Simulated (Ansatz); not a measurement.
Program: Ansatz. Geometries: PBE0-D4/def2-TZVP. ΔE: electronic, gas phase. CCSD(T)/CBS is the MP2 limit (def2-TZVPP, def2-QZVPP) plus CCSD(T) − MP2 in def2-TZVPP, frozen cores. DFT in def2-TZVPP. Elements past krypton have def2 core potentials. For Te outer-core shells are correlated without core-valence functions, which leaves a few kJ/mol of doubt a bond. One conformer a species, not always the lowest.

`[SiH3][NH][AlH][SiH2]Cl` + `NC(F)[TeH]` → `[SiH3][NH][AlH][TeH]` + `NC(F)[SiH2]Cl`  (redistribution)

`[SiH3][NH][AlH][SiH2]Cl`:

Cartesian coordinates in Å:
```
Si -1.579 1.188 -0.095
N -1.322 -0.327 0.697
Al 0.173 -1.288 0.801
Si 2.132 -0.426 -0.410
Cl 1.635 -0.396 -2.430
H -0.255 1.657 -0.579
H -2.145 2.203 0.836
H -2.508 1.077 -1.253
H -2.142 -0.715 1.146
H 0.129 -2.644 1.621
H 3.340 -1.287 -0.290
H 2.541 0.957 -0.043
```

`NC(F)[TeH]`:

Cartesian coordinates in Å:
```
N -0.792 1.076 -0.051
C 0.279 0.208 0.188
F 1.393 0.608 -0.508
Te -0.144 -1.869 -0.403
H -1.291 0.928 -0.916
H -1.411 1.201 0.733
H 0.530 0.203 1.248
H 1.436 -2.356 -0.290
```

`[SiH3][NH][AlH][TeH]`:

```xyz
10

Si    0.261    0.240    1.496
N    -0.909    0.146    0.232
Al   -0.814   -0.182   -1.516
Te    1.364   -0.646   -2.712
H    -0.009   -0.750    2.575
H     1.596   -0.043    0.911
H     0.292    1.588    2.128
H    -1.858    0.315    0.549
H    -2.152   -0.182   -2.355
H     2.228   -0.487   -1.308
```

`NC(F)[SiH2]Cl`:

Z-matrix (Å, degrees):
```
C
F 1 1.429
Si 1 1.898 2 104.6
N 1 1.398 2 113.3 3 -123.0
H 1 1.094 2 105.2 3 117.5
Cl 3 2.052 1 109.6 2 166.7
H 3 1.479 1 110.2 2 47.4
H 3 1.484 1 108.5 2 -74.8
H 4 1.010 1 114.2 2 63.4
H 4 1.010 1 114.2 2 -65.3
```

(1) Is it downhill or uphill in electronic energy at CCSD(T)/CBS, and by how much? (Estimate.)

(2) What do these levels give: r2SCAN-D4, PBE0-D4, B2PLYP, PBE, r2SCAN, HF/def2-TZVPP, MP2/def2-TZVPP, CCSD(T)/def2-TZVPP, HF/def2-QZVPP, MP2/def2-QZVPP, HF/CBS(def2), MP2/CBS(def2)? (An estimate is asked.)

Largest T1 diagnostic among the species: 0.012.

## Answers

(1) Ansatz gave: Downhill: ΔE = -153.9 kJ/mol.

(2) Computed: r2SCAN-D4 -149.0, PBE0-D4 -145.0, B2PLYP -153.8, PBE -136.0, r2SCAN -149.2, HF/def2-TZVPP -168.8, MP2/def2-TZVPP -162.1, CCSD(T)/def2-TZVPP -152.0, HF/def2-QZVPP -168.0, MP2/def2-QZVPP -162.8, HF/CBS(def2) -167.9, MP2/CBS(def2) -163.9 kJ/mol.

In def2-TZVPP, CCSD(T) changes the Hartree–Fock value by +16.7 kJ/mol (the triples alone add +2.8 kJ/mol) and MP2 by +6.7 kJ/mol. From PBE to PBE0 (25 % exact exchange), in def2-TZVPP and without D4, ΔE moves by −10.0 kJ/mol.
